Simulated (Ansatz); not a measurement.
Cost and result for the atomization energy of `NC(O)(O)[SiH2]F` (12 atoms, 11 bonds).

```json
{"atom": "N1", "x (Å)": "0.011", "y (Å)": "1.083", "z (Å)": "-1.015"}
{"atom": "C2", "x (Å)": "-0.354", "y (Å)": "0.002", "z (Å)": "-0.139"}
{"atom": "O3", "x (Å)": "-0.760", "y (Å)": "-1.033", "z (Å)": "-0.999"}
{"atom": "O4", "x (Å)": "-1.366", "y (Å)": "0.314", "z (Å)": "0.780"}
{"atom": "Si5", "x (Å)": "1.253", "y (Å)": "-0.409", "z (Å)": "0.800"}
{"atom": "F6", "x (Å)": "0.998", "y (Å)": "-1.621", "z (Å)": "1.821"}
{"atom": "H7", "x (Å)": "-0.498", "y (Å)": "1.039", "z (Å)": "-1.890"}
{"atom": "H8", "x (Å)": "-0.123", "y (Å)": "1.977", "z (Å)": "-0.565"}
{"atom": "H9", "x (Å)": "-0.971", "y (Å)": "-1.799", "z (Å)": "-0.456"}
{"atom": "H10", "x (Å)": "-2.161", "y (Å)": "0.534", "z (Å)": "0.274"}
{"atom": "H11", "x (Å)": "2.261", "y (Å)": "-0.859", "z (Å)": "-0.184"}
{"atom": "H12", "x (Å)": "1.711", "y (Å)": "0.771", "z (Å)": "1.571"}
```

Total charge 0; spin multiplicity 1. The geometry is a stationary point of PBE0-D4/def2-TZVP. It is one conformer, not always the lowest. Program: Ansatz. All runs use 4 threads of an Intel Xeon on a shared host. Times are those of one run each, without the atoms' runs, and a repeat can differ threefold. Electronic energies, without spin–orbit coupling; frozen cores. CCSD(T)/CBS adds CCSD(T) − MP2 in def2-TZVPP to the MP2 limit, and its time is that of the two runs behind it. T1 = 0.012. B3LYP takes the VWN-RPA correlation (the form of Gaussian; ORCA's B3LYP/G).

CCSD(T)/CBS is a level of theory with its own doubt, some kJ/mol a heavy atom from the limit and from the frozen cores, so smaller differences don't rank the functionals.

| level | functions | wall time | atomization (kJ/mol) | difference from CCSD(T)/CBS | per bond |
| --- | --- | --- | --- | --- | --- |
| PBE-D4/def2-TZVPP (with forces) | 281 | 7 s | 4529.6 | 89.7 | 8.1 |
| PBE0-D4/def2-TZVPP | 281 | 8.5 s | 4401.7 | -38.2 | -3.5 |
| r2SCAN-D4/def2-TZVPP (with forces) | 281 | 11 s | 4420.8 | -19.1 | -1.7 |
| B3LYP-D4/def2-TZVPP (with forces) | 281 | 13 s | 4414.2 | -25.7 | -2.3 |
| B2PLYP/def2-TZVPP | 281 | 16 s | 4369.5 | -70.4 | -6.4 |
| ωB97X-V/def2-TZVPP | 281 | 18 s | 4445.3 | 5.4 | 0.5 |
| ωB97M-V/def2-TZVPP (with forces) | 281 | 25 s | 4446.0 | 6.1 | 0.5 |
| MP2/def2-QZVPP | 535 | 59 s | 4490.2 | 50.3 | 4.6 |
| CCSD(T)/def2-TZVPP | 281 | 7.5 min | 4294.1 | -145.8 | -13.3 |
| CCSD(T)/CBS(def2) | – | 8.5 min | 4439.9 | 0.0 | 0.0 |

From PBE to PBE0 (25 % exact exchange), in def2-TZVPP and without D4, the atomization energy moves by −124.0 kJ/mol: exact exchange takes away binding that semilocal exchange gives to molecules. In def2-TZVPP, CCSD(T) changes the Hartree–Fock value by +1294.6 kJ/mol (the triples alone add +77.8 kJ/mol) and MP2 by +1403.7 kJ/mol; breaking electron pairs costs correlation energy, which Hartree–Fock lacks. The D4 term adds +39.3 kJ/mol with B3LYP and +20.6 kJ/mol with PBE0; it sums over pairs of atoms, weighted by their polarisabilities, and B3LYP, whose exchange is more repulsive, gets the larger term.
